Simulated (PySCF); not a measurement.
C9H14O2.
SMILES with atom numbers: `[CH2:1]=[C:2]([CH3:3])[C@@H:4]1[O:5][CH2:6][C@@H:7]([CH2:8][CH3:9])[C:10]1=[O:11]` (hydrogens: H12, H13 on C1; H14, H15, H16 on C3; H17 on C4; H18, H19 on C6; H20 on C7; H21, H22 on C8; H23, H24, H25 on C9)

Method: PySCF 2.14.0, PBE0-D3(BJ)/def2-SVP geometry optimisation, gas phase.

Task: Give the optimised bond lengths and angles.

Result: 
```tsv
bond	length (pm)	order
C1=C2	133.6	double
C2–C3	149.5	single
C2–C4	150.9	single
C4–O5	140.1	single
O5–C6	141.1	single
C6–C7	152.4	single
C7–C8	152.1	single
C8–C9	152.1	single
C7–C10	151.8	single
C10=O11	120.2	double
C4–C10	153.6	single
C1–H12	109.3	single
C1–H13	109.1	single
C3–H14, C3–H15, C3–H16	110.1	single
C4–H17	111.2	single
C6–H18	109.9	single
C6–H19	111.0	single
C7–H20	110.8	single
C8–H21	110.4	single
C8–H22	110.4	single
C9–H23, C9–H24, C9–H25	110.0	single
```

Bonds in one row agree within 1 pm and their mean is given. Orders are formal, as drawn. A selection of angles:
```tsv
angle	degrees
C1–C2–C3	124.5
C1–C2–C4	120.4
C3–C2–C4	115.0
C2–C4–O5	112.8
C2–C4–C10	110.9
O5–C4–C10	105.4
C4–O5–C6	109.4
O5–C6–C7	105.9
C6–C7–C8	116.7
C6–C7–C10	100.3
C8–C7–C10	115.5
C7–C8–C9	113.8
C7–C10–O11	127.9
C4–C10–C7	106.5
C4–C10–O11	125.6
```

Torsions: C1–C2–C4–O5 14° (synperiplanar); C2–C4–O5–C6 -142° (anticlinal); C4–O5–C6–C7 35° (synclinal); O5–C6–C7–C8 -159° (antiperiplanar); C6–C7–C8–C9 -171° (antiperiplanar); C6–C7–C10–O11 -157° (antiperiplanar); C2–C4–C10–C7 120° (anticlinal).

Of the pairs four or more bonds apart, O5···H13 is among the closest relative to their van der Waals radii: 2.38 Å, 87 % of the sum of Bondi's values. The 5-membered ring C4–O5–C6–C7–C10 has internal angles of 100.3° to 109.4° (sum 527°, against 540° for a flat polygon); it is puckered, 0.15 Å rms from its mean plane, widest ring torsion 35°. The 8 C–C bonds span 1.336 Å (C1=C2, drawn double) to 1.536 Å (C4–C10, drawn single), a spread of 0.200 Å. The 3 C–O bonds span 1.202 Å (C10=O11, drawn double) to 1.411 Å (O5–C6, drawn single), a spread of 0.209 Å.

Point group: C1 (no symmetry element, even within 0.4 Å). Whether it is a minimum is left open (no frequencies). The numbers are those of one conformer.

The run took about 9 min of CPU time (one thread, shared machine). This is the geometry optimisation.
